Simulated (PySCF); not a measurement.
# Pt: excitation energy

Pt [Xe] 4f14 5d9 6s1 (3D) → Pt [Xe] 4f14 5d10 (1S), as a difference of total energies. Computed with PySCF 2.14 in def2-QZVPPD with the def2 core potential (60 electrons), with a scalar-relativistic core potential. Correlated levels: valence and next inner shell: nothing frozen outside the core potential. The calculations carry no spin-orbit coupling.

```json
{"method": "UHF", "excitation energy (eV)": "1.040"}
{"method": "MP2 (valence and next inner shell)", "excitation energy (eV)": "0.293"}
{"method": "SCS-MP2 (valence and next inner shell)", "excitation energy (eV)": "0.276"}
{"method": "CCSD (valence and next inner shell)", "excitation energy (eV)": "0.549"}
{"method": "CCSD(T) (valence and next inner shell)", "excitation energy (eV)": "0.443"}
```

Q: How much does correlation contribute at CCSD(T) (valence and next inner shell)?

A: 0.443 − (1.040) = -0.597 eV, measured against UHF.

Errors of the correlated levels include the incompleteness of this basis.

For comparison: 0.239 eV (measured; NIST levels, between the centres of gravity of the two terms).
